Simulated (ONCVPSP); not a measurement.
**What one change does to a pseudopotential (Hf (Z = 72), ONCV)**

ONCVPSP 4.0.1 input, shortened (lines: element, Z, core and valence counts, functional; n l f; lmax; l rc ep ncon nbas qcut; lloc lpopt rc5 dvloc0; l nproj debl; icmod fcfact rcfact), LDA (Perdew-Wang 92), non-relativistic:

```
  Hf 72.00   10    4  -001012      upf
    1    0    2.00
    2    0    2.00
    2    1    6.00
    3    0    2.00
    3    1    6.00
    3    2   10.00
    4    0    2.00
    4    1    6.00
    4    2   10.00
    4    3   14.00
    5    0    2.00
    5    1    6.00
    5    2    2.00
    6    0    1.00
    2
    0    2.35    0.00    3    7    5.40
    1    2.25    0.00    4    9    5.40
    2    3.00    0.00    3    8    4.10
    4    5    1.80    6.00
    0    2    3.80
    1    2    3.10
    2    2    2.50
    3    5.75    1.50
```

All-electron outer shells of the reference configuration (LDA (PZ), non-relativistic, ld1.x):

| shell | level (eV) | outermost node (bohr) | outermost maximum (bohr) |
| --- | --- | --- | --- |
| 5s | -62.48 | 0.60 | 1.10 |
| 5p | -40.61 | 0.62 | 1.20 |
| 4f | -30.43 | – | 0.45 |
| 5d | -10.32 | 0.67 | 1.65 |
| 6s | -10.11 | 1.49 | 3.00 |

Change: all radii but the core radius scaled by about 1.34 (s 3.16, p 3.02, d 4.04 bohr); local potential polynomial inside 2.42 bohr (lpopt 5, dvloc0 6 Ha). In the p channel the program set the typed energies aside and used -1.493, 0.050 Ha.

Cutoffs: the cutoffs (Ha) at which the residual kinetic energy of the hardest occupied pseudo-wave falls to 1 and 0.1 mHa per electron; they do not see the model core or the augmentation charge, which bear on the density cutoff. Errors are all-electron minus pseudo energies relative to the spin-unpolarised reference configuration.

Q: How do hardness, ghosts and transferability respond?

A: The potential gets softer (9.6 Ha and 11 Ha → 8.6 Ha and 10 Ha); of the 4 tests that both files solve, the error grows in 4 and shrinks in 0 by more than 15 % and 0.3 meV (median size 11.4 → 40.7 meV); neither file shows a bound ghost. A larger radius leaves more room for a smooth pseudo-wave, so fewer plane waves are needed. More of the atom is replaced by a form fitted at one configuration, so other configurations suffer.

```tsv
quantity	base	changed
cutoff, loose	9.6 Ha	8.6 Ha
cutoff, tight	11 Ha	10 Ha
loose cutoff by channel	s 7.6 Ha, p 9.6 Ha, d 6.9 Ha	s 5.4 Ha, p 8.6 Ha, d 5.6 Ha
bound ghosts	none	none
GHOST(+) flags under 300 eV	none	none
error for 5s2 5p6 5d2 6s2, meV [ΔE -7.26 eV]	-1.4	-8.3
error for 5s2 5p6 5d2 6s0, meV [ΔE 13.09 eV]	-4.5	-26
error for 5s2 5p6 5d1 6s0, meV [ΔE 35.86 eV]	+79	+228
error for 5s2 5p6 5d3 6s1, meV [ΔE -6.27 eV]	+18	+56
rms error of d²Exc/dni dnj with the model core, mHa	1.84	2.54
```
